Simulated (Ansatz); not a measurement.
`[CH3][Sn]([OH])[F]`, charge 0, multiplicity 2.

Task: Give a relaxed structure at PBE0-D4/def2-TZVP (Ansatz). (Estimate.)

Result: The calculation gave: 
Cartesian coordinates in Å:
```
C 1.281 0.226 0.386
Sn -0.881 0.158 0.574
O -1.420 -1.412 -0.486
F -1.551 1.614 -0.524
H 1.622 -0.803 0.276
H 1.729 0.702 1.254
H 1.468 0.804 -0.520
H -2.248 -1.289 -0.960
```
